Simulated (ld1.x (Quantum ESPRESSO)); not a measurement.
Reading a pseudo-wave (caesium (Cs))

Columns: radius, all-electron u(r) and pseudo u(r) of the 5d shell (level -0.38 eV) of caesium in the configuration [Kr] 4d10 5s2 5p6 5d0 6s1 6p0; PBEsol, scalar-relativistic, TM scheme, ld1.x (Quantum ESPRESSO) 7.5.

```csv
r (bohr),all-electron,pseudo
0.210,0.0769,0.0009
0.420,-0.0714,0.0068
0.630,-0.1357,0.0218
0.840,-0.0902,0.0479
1.050,-0.0028,0.0850
1.260,0.0873,0.1306
1.470,0.1655,0.1804
1.680,0.2282,0.2298
1.890,0.2762,0.2744
2.100,0.3115,0.3112
2.310,0.3367,0.3388
2.520,0.3539,0.3577
2.730,0.3651,0.3692
2.940,0.3718,0.3751
3.150,0.3752,0.3774
3.360,0.3765,0.3776
3.570,0.3762,0.3766
3.780,0.3749,0.3750
3.990,0.3731,0.3731
4.200,0.3709,0.3709
4.410,0.3685,0.3685
4.620,0.3660,0.3660
4.830,0.3633,0.3633
5.040,0.3604,0.3604
5.250,0.3572,0.3572
5.460,0.3535,0.3535
```

How many radial nodes do the two functions have?

The all-electron 5d function has n − l − 1 = 2; the pseudo-wave has 0, since the states of the same l below it are removed with the core.

At about which radius was the pseudo-wave matched?

4.20 bohr. The columns agree to 0.0005 from 3.57 bohr on; several derivatives are matched, so the curves merge somewhat inside the radius.

Is the pseudo-wave norm-conserving?

Yes: the TM scheme keeps the norm inside the radius equal to the all-electron one, which fixes the energy derivative of the logarithmic derivative at the level.
